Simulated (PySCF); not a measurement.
An unknown shows these calculated signals:

1H NMR (400 MHz, computed): δ 9.26 (s, 1H), 5.55 (m, 2H), 5.43 (m, 2H), 4.85 (s, 3H), 2.28 (s, 3H).

13C{1H} NMR (computed): δ 198.7 (CH), 186.2 (C), 19.2 (CH3).

Level of theory: structure optimised with GFN2-xTB, NMR shieldings at PBE0/pcSseg-1/GIAO, in PySCF (relativity neglected, single conformer, fast rotation and ring inversion assumed for equivalent nuclei, in vacuum).

Referencing at the same level of theory: 1H (31.72 ppm), 13C (186.93 ppm) vs TMS.

Problem. Which of these does the molecule contain: a Si–CH3 group, a Si–H bond, a benzene ring, a ketone, an aldehyde?

Solution. 
- A Si–CH3 group: no.
- A Si–H bond: yes (δH 5.43 (m)).
- A benzene ring: no.
- A ketone: no.
- An aldehyde: yes (δC 198.7; δH 9.26 (s)).

The data belong to `InChI=1S/C3H11NO2Si3/c1-3(2-5)4-8-9-6-7/h2H,8-9H2,1,7H3/b4-3+`; they needn't prove each group on their own.

Carbon signals by region: 2 in the far downfield region (above 160 ppm), 1 below 50 ppm. Above 160 ppm: 198.7, aldehyde carbonyl carbon, 186.2, C=N carbon.

Shifts are as computed. Against solution values, carbons near 30 ppm lie about +3 ppm off and those near 130 ppm about +5 ppm. Of 1309 compounds with measured shifts, 239 miss one by over three times the rms of a fit or turn the order of signals round; such compounds aren't used in these exercises. Multiplicities follow the n + 1 count of equivalent neighbours, as no J values were calculated; m marks all less simple cases, F and P coupling included.
